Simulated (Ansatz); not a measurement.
C₂H₈Al₂Si (`[SiH3][AlH][Al]1[CH2][CH2]1`), relaxed with RKS PBE-D4/def2-SVP in Ansatz from a rough embedded geometry. The force threshold is 0.03 eV/Å; the program also tests the step.

Charge 0, multiplicity 1.

Start:

```xyz
13

Si    0.159   -2.936   -1.389
Al   -0.236   -1.834    0.586
Al   -0.032    0.631    0.611
C     0.384    2.516    0.012
C    -0.202    2.498    1.359
H    -1.109   -2.969   -2.251
H     1.185   -2.243   -2.183
H     0.543   -4.305   -1.164
H    -1.157   -2.559    1.735
H    -0.252    2.853   -0.809
H     1.486    2.694   -0.029
H    -1.261    2.915    1.402
H     0.492    2.738    2.120
```

(1) How much energy does the relaxation release, and in how many steps? (An estimate is asked.)

(2) Which bonds change most? (An estimate is asked.)

(3) Give the relaxed structure. (Best estimate.)

Results:

(1) Computed: 19.97 kcal/mol, in 16 steps.

(2) The calculation gave: Si1–Al2 from 2.296 to 2.463 Å; Si1–H8 from 1.440 to 1.511 Å; C5–H13 from 1.058 to 1.105 Å; C4–C5 from 1.468 to 1.515 Å.

(3) The calculation gave: 
```xyz
13

Si    0.458   -3.059   -1.215
Al   -1.047   -1.631    0.112
Al   -0.403    0.743    0.520
C    -0.251    2.685    0.077
C     0.478    2.327    1.356
H    -0.193   -3.453   -2.521
H     1.759   -2.372   -1.553
H     0.797   -4.339   -0.487
H    -2.427   -2.209    0.699
H    -1.165    3.300    0.158
H     0.358    2.957   -0.804
H     0.056    2.692    2.310
H     1.582    2.359    1.348
```
